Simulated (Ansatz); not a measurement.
Reaction (isomerisation): `CN[SiH2]OC` → `NCOC[SiH3]`

Calculated with Ansatz (gas phase, PBE0-D4/def2-TZVP geometries, no zero-point term in ΔE). CBS: MP2 limit from def2 TZ/QZ plus the TZ coupled-cluster correction, frozen cores. DFT in def2-TZVPP. Each species was taken in one conformer, which may not be the lowest.

`CN[SiH2]OC`:

Cartesian coordinates in Å:
```
C -0.708 0.296 1.821
N -0.650 1.095 0.618
Si 0.566 1.016 -0.574
O 0.390 -0.110 -1.762
C 0.403 -1.492 -1.501
H -0.989 0.899 2.691
H 0.280 -0.123 2.026
H -1.412 -0.542 1.749
H -1.510 1.573 0.404
H 1.823 0.708 0.165
H 0.590 2.297 -1.313
H 0.468 -2.025 -2.451
H 1.264 -1.781 -0.885
H -0.512 -1.810 -0.988
```

`NCOC[SiH3]`:

Cartesian coordinates in Å:
```
N -0.394 -2.130 0.389
C 0.061 -1.453 -0.792
O -0.238 -0.080 -0.764
C 0.434 0.620 0.263
Si -0.186 2.399 0.284
H -1.355 -2.434 0.322
H 0.191 -2.910 0.646
H 1.148 -1.597 -0.871
H -0.405 -1.809 -1.718
H 1.523 0.602 0.095
H 0.252 0.149 1.237
H -1.641 2.439 0.581
H 0.547 3.140 1.348
H 0.063 3.062 -1.022
```

```json
{"level": "ωB97M-V", "ΔE (kJ/mol)": "215.0"}
{"level": "r2SCAN", "ΔE (kJ/mol)": "213.4"}
{"level": "PBE0", "ΔE (kJ/mol)": "205.2"}
{"level": "CCSD/def2-TZVPP", "ΔE (kJ/mol)": "218.6"}
{"level": "HF/def2-QZVPP", "ΔE (kJ/mol)": "231.8"}
{"level": "SCS-MP2/def2-QZVPP", "ΔE (kJ/mol)": "227.3"}
{"level": "HF/CBS(def2)", "ΔE (kJ/mol)": "232.1"}
{"level": "MP2/CBS(def2)", "ΔE (kJ/mol)": "229.1"}
```

Q: What does CCSD(T)/CBS give? (Estimate.)

A: Computed: +219.5 kJ/mol. The listed levels differ from it by -4.5, -6.1, -14.3, -0.9, 12.3, 7.8, 12.6, 9.6 kJ/mol.

Largest T1 diagnostic among the species: 0.011.

In def2-TZVPP, CCSD(T) changes the Hartree–Fock value by −13.9 kJ/mol (the triples alone add −2.9 kJ/mol) and MP2 by −4.3 kJ/mol. From PBE to PBE0 (25 % exact exchange), in def2-TZVPP and without D4, ΔE moves by +8.2 kJ/mol.
